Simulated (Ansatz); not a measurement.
`N#[C][Ga]([F])[F]` + HBr → `[F][Ga]([F])[Br]` + `C#N` at 700 K and 1 bar (ligand exchange at a Ga–C bond).

Calculated with Ansatz (gas phase, PBE0-D4/def2-TZVP geometries, no zero-point term in ΔE). CCSD(T)/CBS adds triple-zeta CCSD(T) − MP2 to the extrapolated MP2 energy (def2 sets, frozen cores). This one scheme is used for every species. For Br, Ga outer-core shells are correlated without core-valence functions, which leaves a few kJ/mol of doubt a bond. Scalar relativity is left out up to krypton.

```
            species  CCSD(T)/CBS energy (Eh)  H − E (kJ/mol)  S (J/(mol·K))
`N#[C][Ga]([F])[F]`              -2216.34654            87.1          406.1
                HBr              -2573.91920            36.5          223.7
 `[F][Ga]([F])[Br]`              -4696.97905            60.6          389.2
              `C#N`                -93.32098            68.7          235.2
```

H − E and S are ideal-gas, rigid-rotor, harmonic terms from PBE0-D4/def2-TZVP. 1 Eh = 2625.50 kJ/mol, R = 8.31446 J/(mol·K).

By hand: ΔE, ΔH, ΔS and ΔG.

ΔE = (-4696.97905) + (-93.32098) − (-2216.34654) − (-2573.91920) = -0.03429 Eh = -90.0 kJ/mol. Δ(H − E) = 60.6 + 68.7 − 87.1 − 36.5 = 5.7, so ΔH = -84.3 kJ/mol. ΔS = 389.2 + 235.2 − 406.1 − 223.7 = -5.4 J/(mol·K). ΔG = -84.3 − 700 × (-5.4)/1000 = -80.5 kJ/mol.

By hand: the equilibrium constant, and the temperature at which ΔG would vanish if ΔH and ΔS stayed fixed.

log₁₀ K = −ΔG/(RT ln 10) = 6.0. ΔG = 0 at ΔH/ΔS = 15611 K, far beyond where these terms or the molecules hold.

The number of gas molecules stays the same, so ΔS is small and ΔH decides. A doubt of 5 kJ/mol in ΔE shifts log₁₀ K by 0.4 here. These are equilibria of isolated gas molecules and say nothing of rates. Largest T1 diagnostic: 0.015 (customary marks: 0.02 for closed shells, 0.045 for open ones).
